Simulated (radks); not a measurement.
Results of a calculation; reference values are marked as such.
Mean orbital radii <r> (bohr) of the cobalt ion Co+, [Ar] 3d8, at several levels of relativity; Dirac values are averaged over j with weights 2j + 1. Spin-unpolarised spherical Kohn-Sham, PBE, point nucleus unless stated (finite: rms radius 3.7875 fm), a radial shooting solver on a logarithmic mesh with Libxc functionals. A level marked "c x" has the speed of light scaled by that factor and shares open shells by 2j + 1; other Dirac levels either fill j = l - 1/2 first or share by 2j + 1.

[
 {"shell": "1s", "non-rel.": "0.05691", "scalar-rel.": "0.05619", "Dirac, low j first": "0.05619", "Dirac, c x 3": "0.05683", "change of magnitude, last against first (%)": "-0.14"},
 {"shell": "2s", "non-rel.": "0.2587", "scalar-rel.": "0.2554", "Dirac, low j first": "0.2552", "Dirac, c x 3": "0.2583", "change of magnitude, last against first (%)": "-0.15"},
 {"shell": "2p", "non-rel.": "0.2262", "scalar-rel.": "0.2249", "Dirac, low j first": "0.2249", "Dirac, c x 3": "0.2260", "change of magnitude, last against first (%)": "-0.07"},
 {"shell": "3s", "non-rel.": "0.7875", "scalar-rel.": "0.7779", "Dirac, low j first": "0.7779", "Dirac, c x 3": "0.7864", "change of magnitude, last against first (%)": "-0.14"},
 {"shell": "3p", "non-rel.": "0.8279", "scalar-rel.": "0.8237", "Dirac, low j first": "0.8238", "Dirac, c x 3": "0.8274", "change of magnitude, last against first (%)": "-0.06"},
 {"shell": "3d", "non-rel.": "1.133", "scalar-rel.": "1.139", "Dirac, low j first": "1.140", "Dirac, c x 3": "1.133", "change of magnitude, last against first (%)": "+0.06"},
 {"shell": "4s (empty)", "non-rel.": "2.797", "scalar-rel.": "2.759", "Dirac, low j first": "2.759", "Dirac, c x 3": "2.793", "change of magnitude, last against first (%)": "-0.15"},
 {"shell": "4p (empty)", "non-rel.": "3.628", "scalar-rel.": "3.606", "Dirac, low j first": "3.606", "Dirac, c x 3": "3.626", "change of magnitude, last against first (%)": "-0.07"}
]
